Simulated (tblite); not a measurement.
C₈H₁₂NP.
SMILES with atom numbers: `[CH3:1][CH2:2][CH2:3][PH:4][c:5]1[cH:6][cH:7][cH:8][n:9][cH:10]1` (hydrogens: H11, H12, H13 on C1; H14, H15 on C2; H16, H17 on C3; H18 on P4; H19 on C6; H20 on C7; H21 on C8; H22 on C10)

A start from a force field or distance geometry was refined with tblite, GFN2-xTB geometry optimisation, gas phase. Values at the start:

```tsv
coordinate	start
C1–C2	1.495 Å
C1–H11	1.117 Å
C2–C3	1.530 Å
C2–H14	1.124 Å
C3–P4	1.832 Å
C3–H16	1.137 Å
P4–C5	1.831 Å
P4–H18	1.459 Å
C5–C6	1.375 Å
C5–C10	1.388 Å
C6–H19	1.077 Å
C7–H20	1.096 Å
C8–N9	1.342 Å
C8–H21	1.080 Å
N9–C10	1.360 Å
C10–H22	1.086 Å
C1–C2–C3	114.1°
C2–C3–P4	107.0°
C3–P4–C5	113.0°
P4–C5–C10	119.9°
C5–C10–N9	121.2°
C6–C5–C10	120.1°
C6–C7–C8	119.3°
C7–C8–N9	122.2°
```

Question: How do these coordinates change at the GFN2-xTB level?

Answer: 
```json
{"coordinate": "P4–H18", "GFN2-xTB (Å or °)": "1.403", "change": "-0.056"}
{"coordinate": "C3–H16", "GFN2-xTB (Å or °)": "1.095", "change": "-0.042"}
{"coordinate": "N9–C10", "GFN2-xTB (Å or °)": "1.318", "change": "-0.042"}
{"coordinate": "C3–P4", "GFN2-xTB (Å or °)": "1.870", "change": "+0.038"}
{"coordinate": "C2–H14", "GFN2-xTB (Å or °)": "1.093", "change": "-0.031"}
{"coordinate": "C1–H11", "GFN2-xTB (Å or °)": "1.088", "change": "-0.029"}
{"coordinate": "C1–C2", "GFN2-xTB (Å or °)": "1.522", "change": "+0.027"}
{"coordinate": "C8–N9", "GFN2-xTB (Å or °)": "1.322", "change": "-0.020"}
{"coordinate": "C5–C6", "GFN2-xTB (Å or °)": "1.393", "change": "+0.018"}
{"coordinate": "C7–H20", "GFN2-xTB (Å or °)": "1.079", "change": "-0.017"}
{"coordinate": "C5–C10", "GFN2-xTB (Å or °)": "1.393", "change": "+0.005"}
{"coordinate": "C6–H19", "GFN2-xTB (Å or °)": "1.082", "change": "+0.005"}
{"coordinate": "C2–C3", "GFN2-xTB (Å or °)": "1.525", "change": "-0.005"}
{"coordinate": "P4–C5", "GFN2-xTB (Å or °)": "1.828", "change": "-0.003"}
{"coordinate": "C8–H21", "GFN2-xTB (Å or °)": "1.082", "change": "+0.002"}
{"coordinate": "C10–H22", "GFN2-xTB (Å or °)": "1.084", "change": "-0.002"}
{"coordinate": "C3–P4–C5", "GFN2-xTB (Å or °)": "96.7", "change": "-16.3"}
{"coordinate": "C2–C3–P4", "GFN2-xTB (Å or °)": "112.1", "change": "+5.1"}
{"coordinate": "P4–C5–C10", "GFN2-xTB (Å or °)": "122.8", "change": "+2.9"}
{"coordinate": "C6–C5–C10", "GFN2-xTB (Å or °)": "117.3", "change": "-2.8"}
{"coordinate": "C5–C10–N9", "GFN2-xTB (Å or °)": "123.6", "change": "+2.4"}
{"coordinate": "C1–C2–C3", "GFN2-xTB (Å or °)": "112.1", "change": "-2.0"}
{"coordinate": "C6–C7–C8", "GFN2-xTB (Å or °)": "118.2", "change": "-1.1"}
{"coordinate": "C7–C8–N9", "GFN2-xTB (Å or °)": "123.1", "change": "+0.9"}
```

The energy falls by 25.1 kcal/mol over 164 L-BFGS steps, the largest force on an atom goes from 3.10 to 0.009 eV/Å, and the atoms move by 0.852 Å rms after alignment. The bond that changes most is P4–H18 (phosphine phosphorus to P–H hydrogen), which shortens by 0.056 Å. Bonds longer at the end by more than 0.005 Å: 5 of 22; shorter: 10. Among the dihedrals that turn most is H18–P4–C5–C10, from 81° to -4°. Rotational constants go from 3678, 518.4, 468.7 to 3255, 530.6, 507.0 MHz.

Time: 2.4 s. Hardware: one thread, Arm Neoverse N1 (aarch64), shared host with 64 logical CPUs at a one-minute load of 52.

Its GFN2-xTB frequencies are all real (lowest 24 cm⁻¹). One conformer, not necessarily the lowest. 3 starts were optimised and ended at 0.00, 0.20 and 0.53 kcal/mol (GFN2-xTB); the lowest of these is shown.

The numbers are calculated, not measured.
